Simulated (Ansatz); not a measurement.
B$_{2}$H$_{5}$NOSi, SMILES `O[SiH]1BNB1`, relaxed with RKS PBE0-D4/def2-TZVP in Ansatz 0.2.0 from a PBE-D4/def2-SVP geometry. The force threshold is 0.005 eV/Å; the program also tests the step.

Charge 0, multiplicity 1.

Start:

```xyz
10

O    -0.934   -2.077   -0.885
Si   -0.734   -0.653    0.003
B     1.019   -0.142    0.863
N     0.862    1.229    0.447
B    -0.001    1.102   -0.701
H    -1.859   -2.323   -1.052
H    -1.911   -0.433    0.926
H     2.033   -0.571    1.377
H     1.470    2.022    0.683
H     0.056    1.846   -1.661
```

```csv
step,energy (eV),largest force (eV/Å),largest move (Å)
1,-12843.2747,0.750,0.000
2,-12843.3183,0.401,0.039
3,-12843.3274,0.102,0.017
4 (rejected),-12843.3227,0.197,0.056
5,-12843.3292,0.023,0.026
6,-12843.3298,0.052,0.055
7,-12843.3299,0.032,0.009
8,-12843.3300,0.008,0.020
9 (rejected),-12843.3300,0.068,0.028
10 (rejected),-12843.3300,0.023,0.014
11,-12843.3300,0.003,0.007
12 (rejected),-12843.3299,0.088,0.042
13,-12843.3301,0.012,0.020
14,-12843.3301,0.028,0.013
15,-12843.3301,0.019,0.004
16,-12843.3301,0.001,0.007
17,-12843.3301,0.003,0.010
18 (rejected),-12843.3300,0.100,0.040
19,-12843.3301,0.021,0.018
20,-12843.3301,0.009,0.001
21,-12843.3301,0.002,0.003
```

End:

```xyz
10

O    -0.962   -1.982   -0.968
Si   -0.725   -0.633   -0.042
B     1.013   -0.157    0.855
N     0.876    1.200    0.423
B     0.006    1.120   -0.711
H    -1.810   -2.418   -0.893
H    -1.892   -0.432    0.867
H     1.982   -0.573    1.417
H     1.479    1.976    0.668
H     0.033    1.900   -1.616
```

Hardware: 2 threads of an Arm Neoverse V2 on a shared host. Wall time 93 s, peak host memory 0.44 GiB.
